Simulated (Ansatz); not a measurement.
Mulliken charges of CHClSe, SMILES `ClC=[Se]` from PBE/def2-TZVPP in Ansatz (PBE0-D4/def2-TZVP geometry).

```
atom   x (Å)   y (Å)   z (Å)  charge (e)
 Cl1   1.388  -0.103  -0.893       0.005
  C2   0.005  -0.058   0.107      -0.109
 Se3  -1.546   0.615  -0.305      -0.037
  H4   0.210  -0.515   1.071       0.142
```

Q: By hand: the dipole of these point charges (1 e Å = 4.8032 D).

A: Σ q r = (0.093, -0.090, 0.147) e Å, of length 0.196 e Å = 0.94 D.

Q: How does the dipole of the full density compare? (Best estimate.)

A: The calculation gave: (0.142, -0.104, 0.142) e Å, 1.09 D; the point charges give 0.86 times that, at 11° from its direction.

Point charges leave out the atoms' own dipoles, such as those of lone pairs, and Mulliken's split depends on the basis, so the close match here is no proof of good charges.
